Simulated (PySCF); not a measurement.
Cost against size for one kind of job: TDDFT CAM-B3LYP/def2-SVPD, vertical, gas phase, core orbitals frozen in the response (PySCF); work: 8 singlets by full TDDFT, 3 Tamm–Dancoff triplets, polarisability. Hardware: one thread, Arm Neoverse N1, no GPU, on a shared host. Other jobs ran on the host; a repeat could differ by tens of per cent or more.

```json
{"species (SMILES)": "F[C@H](Br)C1C=C1", "atoms": "10", "electrons": "72", "basis functions": "176", "SCF cycles": "12", "wall time": "?"}
{"species (SMILES)": "C=C/C(F)=C\\Br", "atoms": "10", "electrons": "72", "basis functions": "176", "SCF cycles": "12", "wall time": "45 s"}
{"species (SMILES)": "CC1=C(F)[C@@H]1Br", "atoms": "10", "electrons": "72", "basis functions": "176", "SCF cycles": "12", "wall time": "?"}
{"species (SMILES)": "C#CC(=O)C(=C)[O][GeH3]", "atoms": "14", "electrons": "84", "basis functions": "232", "SCF cycles": "14", "wall time": "1.8 min"}
{"species (SMILES)": "C=C1CO[Si@]1(S)O[SiH3]", "atoms": "16", "electrons": "86", "basis functions": "245", "SCF cycles": "12", "wall time": "1.9 min"}
```

Task: Estimate the withheld figures.

Result: `F[C@H](Br)C1C=C1`: 50 s; `CC1=C(F)[C@@H]1Br`: 46 s.
